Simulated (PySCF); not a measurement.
C₃H₁₀O₂Si, SMILES CCO[Si@@H](C)O.

Geometry: PBE0-D3(BJ)/def2-SVP. The structure was generated by enumeration; whether it is a known compound was not checked. The values are those of a single conformer.

Method: PBE0-D3(BJ)/def2-SVP (PySCF).

Frequencies are harmonic and unscaled.

```
mode  ν (cm⁻¹)  IR (km/mol)  moving atoms (share of kinetic energy)
----  --------  -----------  --------------------------------------
1           32          0.2                  C 43 %, H 29 %, O 27 %
2           48          0.8                  H 44 %, C 37 %, O 16 %
3          118          4.6                  H 60 %, O 24 %, C 12 %
4          143          0.3                          H 65 %, O 26 %
5          211         26.8                  H 50 %, O 27 %, C 21 %
6          215         43.0                  H 47 %, O 27 %, C 18 %
7          270          3.1                           H 79 %, C 9 %
8          286         16.8         H 52 %, O 24 %, Si 14 %, C 11 %
9          346         46.8         O 41 %, H 22 %, C 22 %, Si 15 %
10         388         20.8         C 32 %, H 31 %, Si 22 %, O 15 %
11         662         13.3                  H 51 %, C 34 %, O 13 %
12         718         67.7                  H 70 %, C 16 %, Si 9 %
13         746         45.6                 H 63 %, C 21 %, Si 13 %
14         776         66.6         H 38 %, O 30 %, Si 18 %, C 15 %
15         813          3.7                                  H 89 %
16         839         60.4                          H 62 %, O 28 %
17         853         67.1                  H 74 %, C 11 %, O 11 %
18         913        268.0          H 65 %, Si 16 %, C 11 %, O 9 %
19         957        152.0                 H 41 %, Si 32 %, O 20 %
20         992        148.0         H 35 %, C 27 %, O 21 %, Si 17 %
21        1122         12.9                          C 54 %, H 43 %
22        1173         31.7                          H 55 %, C 38 %
23        1193        275.9                  O 45 %, C 37 %, H 16 %
24        1268         55.0                          H 75 %, C 24 %
25        1311          1.8                                  H 92 %
26        1376          0.9                          H 79 %, C 20 %
27        1422          2.9                           H 91 %, C 8 %
28        1425         13.1                           H 92 %, C 8 %
29        1428         39.0                          H 78 %, C 22 %
30        1452          7.3                                  H 97 %
31        1474          2.5                                  H 94 %
32        1502          3.6                                  H 92 %
33        2196        170.4                                  H 97 %
34        2998         49.7                                  H 95 %
35        3043         40.8                          H 90 %, C 10 %
36        3060          0.7                                  H 97 %
37        3061         14.5                                  H 97 %
38        3163         17.9                          H 90 %, C 10 %
39        3165         16.0                          H 90 %, C 10 %
40        3165          3.7                           H 91 %, C 9 %
41        3172          1.4                           H 91 %, C 9 %
42        3936         97.5                                  H 94 %
```
